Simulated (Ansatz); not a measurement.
## A basis-limit estimate, worked out

An elementary step of BSiH$_{5}$OF$_{2}$, closed shell (BSiH₃F₂ ([F][B]([F])[SiH3]) + H₂O → BHOF₂ ([OH][B]([F])[F]) + SiH₄; B–Si, H–O broken or loosened, B–O, Si–H formed or tightened). “Start” and “end” are the PBE0-D4/def2-TZVP structures reached by relaxing down either side of its saddle point, with the molecules still in contact.

Program: Ansatz 0.2.0. Basis: def2-TZVPP and def2-QZVPP. Cores are frozen in the correlated methods.

Energies in eV:

| quantity | end | start |
| --- | --- | --- |
| Hartree–Fock, triple zeta (X = 3) | -16070.85344 | -16069.04523 |
| Hartree–Fock, quadruple zeta (X = 4) | -16071.48049 | -16069.64855 |
| MP2 correlation, X = 3 | -26.46391 | -26.85494 |
| MP2 correlation, X = 4 | -28.76516 | -29.18214 |
| CCSD(T) correlation, X = 3 | -28.19731 | -28.61390 |

Work out the step energy at the basis limit: extrapolate Hartree–Fock as E(X) = E∞ + A exp(−7.88 √X) and the MP2 correlation as E(X) = E∞ + B X^−2.97 (the exponents that Neese and Valeev fitted for def2-TZVPP and QZVPP), then add CCSD(T) − MP2 in triple zeta.

Each step is linear, so take the differences first (end − start): Hartree–Fock -1.80821 (X = 3) and -1.83194 (X = 4); MP2 correlation 0.39103 and 0.41698; CCSD(T) correlation 0.41659.
Two points give E∞ = E(4) + w [E(4) − E(3)], with w = 1/(exp(7.88 (2 − √3)) − 1) = 0.1377 for Hartree–Fock and w = 1/((4/3)^2.97 − 1) = 0.7407 for the correlation.
Hartree–Fock: -1.83194 + 0.1377 × (-0.02373) = -1.8352 eV.
MP2 correlation: 0.41698 + 0.7407 × 0.02595 = 0.4362 eV.
CCSD(T) − MP2: 0.41659 − 0.39103 = 0.0256 eV.
Sum: -1.8352 + 0.4362 + 0.0256 = -1.3734 eV, or -31.67 kcal/mol. Plain CCSD(T) in triple zeta gives -1.3916 eV, so the larger basis shifts the result by 0.0182 eV.

No T1 diagnostic of these runs exceeds 0.013.

Labels in which every atom is bracketed show which atoms are joined, not bond orders.

For scale, one of the runs: CCSD(T)/def2-TZVPP, 236 basis functions, launched by `ansatz run in.yaml --threads 4 --pin off --events-out ev --progress --plain --max-ram 9574MiB`. The run took 2.2 min on 4 CPU threads of an Arm Neoverse V2 (shared host), with 4.6 GiB of host memory at its peak.
